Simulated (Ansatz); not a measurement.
Niobium pentachloride, relaxed with RKS PBE0-D4/def2-TZVP in the Gaussian-basis code of Ansatz from a PBE-D4/def2-SVP geometry. The force threshold is 0.005 eV/Å; the program also tests the step.

Total charge 0; spin multiplicity 1. Nb takes the def2 core potential.

Start:

```xyz
6

Cl    1.266    0.325    1.879
Nb    0.000    0.000    0.000
Cl    1.876   -0.820   -1.123
Cl   -1.070   -1.996   -0.330
Cl   -1.875    0.820    1.124
Cl   -0.197    1.672   -1.550
```

**Question.** How much energy does the relaxation release, and in how many steps? (An estimate is asked.)

**Answer.** Ansatz gave: 3.12 kJ/mol, in 3 steps.

**Question.** Which bonds change most? (Best estimate.)

**Answer.** Ansatz gave: Nb2–Cl6 from 2.288 to 2.261 Å; Cl1–Nb2 from 2.288 to 2.261 Å; Nb2–Cl4 from 2.288 to 2.261 Å; Nb2–Cl3 from 2.335 to 2.313 Å.

**Question.** Give the relaxed structure. (An estimate is asked.)

**Answer.** The calculation gave: 
```xyz
6

Cl    1.251    0.320    1.856
Nb    0.000    0.000    0.000
Cl    1.858   -0.812   -1.112
Cl   -1.057   -1.972   -0.325
Cl   -1.858    0.812    1.113
Cl   -0.194    1.652   -1.531
```
